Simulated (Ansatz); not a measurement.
Start from `[CH3][Ge]([F])([F])[Cl]` and change one atom or group to get `C#[C][Ge]([F])([F])[Cl]`.

Ansatz, PBE0-D4/def2-TZVP geometries, multiplicity 1. 

Scalar relativity is left out up to krypton.

| property | `[CH3][Ge]([F])([F])[Cl]` |
| --- | --- |
| HOMO energy (PBE/def2-TZVPP) / eV | -8.17 |
| size of the dipole moment (ωB97M-V/def2-TZVPP) / D | 3.27 |
| size of the dipole moment (PBE/def2-TZVPP) / D | 3.18 |
| size of the dipole moment (B3LYP/def2-TZVPP) / D | 3.30 |
| ideal-gas entropy at 298 K and 1 bar (rigid rotor, harmonic PBE0-D4/def2-TZVP) / J/(mol·K) | 357 |
| zero-point energy (PBE0-D4/def2-TZVP) / kJ/mol | 113.0 |

Question: Give the same properties after the change, and the shifts. (Best estimate.)

Answer: Ansatz gave: 
| property | `C#[C][Ge]([F])([F])[Cl]` | shift |
| --- | --- | --- |
| HOMO energy (PBE/def2-TZVPP) / eV | -8.10 | 0.07 |
| size of the dipole moment (ωB97M-V/def2-TZVPP) / D | 3.07 | -0.20 |
| size of the dipole moment (PBE/def2-TZVPP) / D | 2.91 | -0.27 |
| size of the dipole moment (B3LYP/def2-TZVPP) / D | 3.06 | -0.24 |
| ideal-gas entropy at 298 K and 1 bar (rigid rotor, harmonic PBE0-D4/def2-TZVP) / J/(mol·K) | 366 | 9 |
| zero-point energy (PBE0-D4/def2-TZVP) / kJ/mol | 66.8 | -46.2 |

With PBE0 the HOMO rises by 0.23 eV and the LUMO falls by 0.70 eV, so the gap narrows by about 0.93 eV. PBE moves the HOMO by 0.07 eV and ωB97M-V by 0.23 eV. The zero-point energy changes by -46.2 kJ/mol with -3 modes. Dipoles are sizes alone; their direction can turn.

B3LYP here is the variant with VWN-RPA as its local correlation; programs differ in this.
